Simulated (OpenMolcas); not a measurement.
## d6 ions of charge +3 down a group with 6 chloride ligands in octahedral coordination

| Quantity | Value |
| --- | --- |
| Program | OpenMolcas |
| Method | SS-CASPT2, IPEA 0.25 Eh, imaginary shift 0.1 Eh |
| Spin-orbit coupling | state interaction with AMFI integrals over the reference wave functions |

The d shell is active; CASPT2 correlates the ligand valence shells and the outer metal core. Anionic complexes are neutralised by point charges behind the ligands. Distances were set from a Shannon-type radius of the metal (high-spin where two are listed) plus a fixed donor radius (Cl 1.76 Å). Ligand basis ANO-RCC-VDZP, DKH2 Hamiltonian. States (labels of O, the rotations of Oh). Energies in cm-1 above the lowest state or level, χT in cm3 K/mol. Spin-only χT is S(S+1) / 2 for the spin of the ground state.

```json
{"Ion": "Rh3+", "Shell": "4d6", "R (Å)": "2.42", "Metal basis": "ANO-RCC-VDZP", "Outer charge (e at Å behind ligand)": "0.5 at 2.6", "Ground state": "1A1", "First state of that spin": "15490", "First gap with spin-orbit (degeneracies)": "11970 (1, 2)", "χT at 300 K": "0.035", "First state of another spin": "2S+1 = 3: 12590", "Spin-only χT": "0.000"}
{"Ion": "Ir3+", "Shell": "5d6", "R (Å)": "2.44", "Metal basis": "ANO-RCC-VDZP", "Outer charge (e at Å behind ligand)": "0.5 at 3.2", "Ground state": "1A1", "First state of that spin": "1T1 18400", "First gap with spin-orbit (degeneracies)": "13030 (1, 2)", "χT at 300 K": "0.033", "First state of another spin": "2S+1 = 3: 15200", "Spin-only χT": "0.000"}
```

The rows also differ in their outer charges, so part of each step comes from that.

Below the highest spin of the shell: Rh3+, Ir3+. χT departs most from the spin-only value for Rh3+, by +0.035 cm3 K/mol.

Roots that are degenerate in the reference are averaged as groups; the widest CASPT2 spread within a group is 400 cm-1 (the 2-fold group of multiplicity 1 near 60900 cm-1 above the lowest state of its run, Rh3+). Shifts and gaps below about the spread of the groups concerned are not significant. Over all roots computed the reference weight is 0.61 to 0.65 in Rh3+, 0.63 to 0.66 in Ir3+; a low but even weight reflects the number of correlated electrons. Ligand-to-metal charge-transfer states are missing. With no ligand orbital active B as a rule stays too high, so bands that hang on it stand too high and its fall with covalency is understated. With one d shell and no ligand orbital active, 10Dq can be off by a tenth or more. The least metal-like active orbital is 69 % on the metal (Löwdin) and no ligand orbital is active, so the numbers are rough, and ground spin, moment and any spin crossover can be artefacts of this space; highly charged d ions in such sites are as a rule low spin (holds for Rh3+). The least metal-like active orbital is 70 % on the metal (Löwdin) and no ligand orbital is active, so the numbers are rough, and ground spin, moment and any spin crossover can be artefacts of this space; highly charged d ions in such sites are as a rule low spin (holds for Ir3+). No measured value stands beside these numbers; the geometry is a model, was not optimised and need not be the one that this ion takes.

A state without a sure symmetry label is named by its multiplicity alone.
